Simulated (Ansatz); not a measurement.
Ideal-gas functions of C₂H₄BBrS, SMILES `CB(Br)C=S` at 600 K and 1 bar, from an Ansatz frequency run at PBE0-D4/def2-TZVP.

Molar mass 150.84 g/mol, point group C1 (symmetry number 1), electronic degeneracy 1, moments of inertia 107.859, 432.104, 513.173 u Å². Harmonic wavenumbers (cm⁻¹, unscaled): 43, 64, 156, 220, 274, 399, 539, 759, 820, 844, 1010, 1070, 1182, 1299, 1330, 1430, 1452, 3030, 3093, 3109, 3154.

Use S(trans) = R[1.5 ln M + 2.5 ln T − 1.1517]; rotational temperatures θ = 24.2544 K / I; S(rot) = R[ln(√π/σ · √(T³/θAθBθC)) + 1.5]; for each mode x = 1.438777 ν̃/T, S = R[x/(eˣ − 1) − ln(1 − e⁻ˣ)] and H = RT x/(eˣ − 1); 1 cm⁻¹ = 0.0119627 kJ/mol; R = 8.31446 J/(mol·K).

Question: By hand: the entropy, in J/(mol·K).

Answer: Translation 186.0. Rotation: θ = 0.2249, 0.0561, 0.0473 K, giving 127.9. Vibration, mode by mode: 27.21, 23.91, 16.54, 13.73, 11.95, 8.99, 6.74, 4.40, 3.91, 3.74, 2.73, 2.44, 1.97, 1.58, 1.49, 1.23, 1.18, 0.05, 0.04, 0.04, 0.04, in all 133.9. Electronic 0.0. Sum 447.8 J/(mol·K).

Question: By hand: H − E and G − E in kJ/mol, counted from the electronic energy.

Answer: Zero-point energy ½ × 25277 × 0.0119627 = 151.2; thermal vibration 36.8; translation, rotation and pV give 4 RT = 20.0. H − E = 208.0 kJ/mol, and G − E = 208.0 − 600 × 447.8/1000 = -60.7 kJ/mol.

Vibration gives 30 % of the entropy, 51.1 J/(mol·K) of it from the modes under 150 cm⁻¹: soft modes count most, and the harmonic formula is weakest for them. The sum counts one conformer and one mirror image; others add a mixing term.
